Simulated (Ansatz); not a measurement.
Z-matrix (Å, degrees):
```
In
S 1 2.4330
H 2 1.3452 1 91.94
S 1 2.4331 2 117.88 3 1.67
H 4 1.3453 1 91.87 2 2.30
```
Charge 0, spin multiplicity 2.

Method: Ansatz (a first-principles code) with frozen-core CCSD(T)/def2-TZVPP // PBE0-D3(BJ)/def2-TZVP.

The HF energy is -985.52452 Ha and the MP2 correlation energy comes out as -0.61637 Ha.

Estimate the CCSD correlation energy, the (T) correction, the total energy and the T1 diagnostic.


CCSD correlation energy: -0.64690 Ha
(T) correction: -0.02709 Ha
CCSD(T) total energy: -986.19851 Ha
T1 diagnostic: 0.018
